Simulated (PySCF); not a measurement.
Coordinates in bohr (charge 0 multiplicity 1):
```
Si    0.0000    0.0000    0.2834
O     0.0000    0.0000    3.1199
F     2.3409    0.0000   -1.5223
F    -2.3409    0.0000   -1.5223
```

All numbers come from PBE0/[Si def2-TZVP, O def2-TZVP, F def2-TZVP], no relativity, density fitting, PySCF.

This geometry of SiOF₂ is a stationary point at this level.

**Question.** What is the point group?

**Answer.** C2v.

**Question.** Is it a minimum?

**Answer.** Yes: all harmonic wavenumbers are real.

**Question.** Which band is strongest in the infrared?

**Answer.** 1007 cm⁻¹ (b2), 196 km/mol.

**Question.** Give the atomic charges and bond orders.

**Answer.** 
```tsv
atom	Mulliken	Löwdin	polar tensor	Mayer order to Si1
Si1	0.95	0.01	1.77	–
O2	-0.46	-0.17	-0.68	2.22
F3,4	-0.24	0.08	-0.55	1.19
```

Only a few start shapes were tried, so a lower isomer may exist.
